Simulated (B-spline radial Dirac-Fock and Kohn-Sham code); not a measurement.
# The free tungsten atom: differential elastic cross section for positrons at 103 eV

Calculated with a B-spline atomic structure program, using relativistic (Dirac) partial waves in the static field of the Dirac-Fock atom, without polarisation or absorption potentials. Below a few hundred eV the neglected polarisation potential matters, most of all at small angles.

```csv
θ (°),dσ/dΩ (a₀²/sr)
0,76.2
1,75.8
2,74.6
3,72.6
5,66.6
7,58.7
10,45.5
15,26.1
20,13.8
25,7.46
30,4.44
40,2.11
50,1.24
60,0.814
70,0.577
80,0.433
90,0.341
100,0.279
110,0.236
120,0.205
130,0.183
140,0.167
150,0.156
160,0.149
170,0.144
180,0.143
```

Q: What integrated cross sections go with this distribution?

A: The total elastic cross section is 23.5 a₀², the first transport cross section 4.78 a₀² and the second, weighted with (3/2) sin²θ, 8.17 a₀². The mean deflection is ⟨1 − cos θ⟩ = 0.204, and 5.8 % of the collisions scatter beyond 90°.
